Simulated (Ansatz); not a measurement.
Born–Oppenheimer molecular dynamics of GaH3O (5 atoms, charge 0, multiplicity 1). It starts from a relaxed structure.

Theory: RKS PBE0-D4/def2-SVP (Ansatz 0.2.0).

```json
{
  "ensemble": "NVE (Milne-controlled integrator)",
  "time step": "4 fs",
  "steps asked": "40",
  "starting velocities drawn for": "1000 K",
  "seed": "64244"
}
```

First frame:

```xyz
5
Properties=species:S:1:pos:R:3
Ga 0.066 -0.065 0.001
H -0.106 -0.088 1.559
H 1.359 0.187 -0.833
O -1.378 -0.361 -1.006
H -2.191 -0.520 -0.516
```

(1) What does the run give?

(2) What happens to the structure?

(3) How do temperature and energy run in time?

Answers

(1) The run went to its last step.

```yaml
steps_done: 40
time_covered: 160 fs
mean_temperature_over_the_second_half: 758891 K
spread_of_the_potential_energy_over_the_second_half: 301.4 meV per atom
mean_potential_energy_of_the_second_half_above_the_start: 3170.2 meV per atom
```

The conserved energy changed by up to 97000 meV per atom, so the integration failed: the time step of 4 fs is too long for the fastest motions that this run met, and the later frames carry no physical meaning.

(2) Parted: Ga1–H2 1.57 → 9.31 Å, Ga1–H3 1.56 → 2.31 Å, Ga1–O4 1.79 → 14.98 Å, O4–H5 0.96 → 372.30 Å. It ends as Ga + H + H + H + O. Pairs count as bonded within 1.25 times the sum of covalent radii (0.12 Å more for H–H). This is one draw of velocities; another would differ in detail.

(3) 
| time (fs) | T (K) | potential energy less start (eV) | conserved less start (meV/atom) |
| --- | --- | --- | --- |
| 0 | 1000 | 0.000 | 0.00 |
| 8 | 955324 | 8.523 | 75718.24 |
| 16 | 1198150 | 9.125 | 94671.17 |
| 24 | 459030 | 11.526 | 37828.10 |
| 32 | 628627 | 13.208 | 51317.89 |
| 40 | 1180686 | 14.030 | 94297.71 |
| 48 | 455062 | 14.160 | 38047.20 |
| 56 | 627288 | 14.452 | 51462.82 |
| 64 | 1178801 | 14.401 | 94225.74 |
| 72 | 454727 | 14.387 | 38066.65 |
| 80 | 625925 | 14.622 | 51391.12 |
| 88 | 1178287 | 14.806 | 94266.82 |
| 96 | 455636 | 14.602 | 38180.24 |
| 104 | 626041 | 14.693 | 51414.26 |
| 112 | 1179512 | 15.017 | 94404.15 |
| 120 | 455106 | 14.907 | 38199.99 |
| 128 | 628348 | 14.474 | 51549.32 |
| 136 | 1214241 | 16.933 | 97480.60 |
| 144 | 470089 | 17.978 | 39976.37 |
| 152 | 624435 | 17.948 | 51940.75 |
| 160 | 1204086 | 18.594 | 97025.43 |

Time of the run: 5.5 min on 1 thread of Arm Neoverse V1, with other jobs on the host, peak memory 0.14 GiB.
